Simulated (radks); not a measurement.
Coulomb parameter of the 4f shell of the holmium ion Ho2+ in the model configuration [Xe] 4f10 6s1, as a second difference U = [E(n + 0.25) + E(n - 0.25) - 2 E(n)] / (0.25)^2 with all orbitals relaxed. "Bare": the charge of the atom changes with n. "Screened": the 6s shell takes up the change at fixed total charge, which measures U(4f,4f) + U(6s,6s) - 2 U(4f,6s). Calculated with a radial shooting solver on a logarithmic mesh with Libxc functionals: scalar-relativistic Kohn-Sham, BLYP, spin-unpolarised, spherical densities, finite nucleus; Fermi nuclear charge, rms radius 5.2022 fm.

| case | configuration | E - E(n) (eV) |
|---|---|---|
| start | [Xe] 4f10 6s1 | 0.000 |
| bare +0.25 | [Xe] 4f10.25 6s1 | -5.944 |
| bare -0.25 | [Xe] 4f9.75 6s1 | 7.079 |
| screened +0.25 | [Xe] 4f10.25 6s0.75 | -2.044 |
| screened -0.25 | [Xe] 4f9.75 6s1.25 | 2.529 |

U(bare) = 18.151 eV, U(screened by 6s) = 7.764 eV, against the Slater integral F0(4f,4f) = 32.226 eV with frozen orbitals.
